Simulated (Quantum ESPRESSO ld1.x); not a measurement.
Values are calculated unless marked as measured or tabulated.
One sound ld1.x (Quantum ESPRESSO 7.5) input for neutral oxygen gives E = -74.526 hartree in 38 iterations:

```
 &input
    zed=8.0,
    iswitch=1,
    rel=2,
    dft='PZ',
    config='[He] 2s2 2p4',
    lsmall=.true.,
    prefix='ld1',
    max_out_wfc=37,
    file_charge='ld1.rho',
 /
```

Changed or added lines, one case at a time, and what came of them:

- beta=2.0: harmless. The Broyden-type mixing copes: 28 iterations against 38, same energy.
- tr2=1e-22: usable despite the warning. The threshold lies below the rounding noise, so the cycle runs to its limit and warns, but the energy differs from the sound run by less than 1e-5 hartree.
- config='[He] 2s2 2p4 3p3': spurious. The string holds 11 electrons for Z = 8, so the species has charge -3 and is not the one meant. The equations of the added shell fail (the log warns of at least one error in the KS equations), so the printed solution is spurious even though the residual is small.
- isic=1 latt=1: refused. The program stops in ld1_readin with "isic and latter correction not allowed": the two corrections exclude each other.
- config='[He] 2s2 2p4 8s1': refused. The program stops in el_config with "wrong main quantum number": the config string takes n from 1 to 7 alone.
- lsd=2: refused. The program stops in ld1_readin with "lsd not correct": lsd takes 0 or 1.
- config='[He] 2s2 2p4 3s4': refused. The program stops in el_config with "wrong occupancy:4": an s shell holds at most 2 electrons.
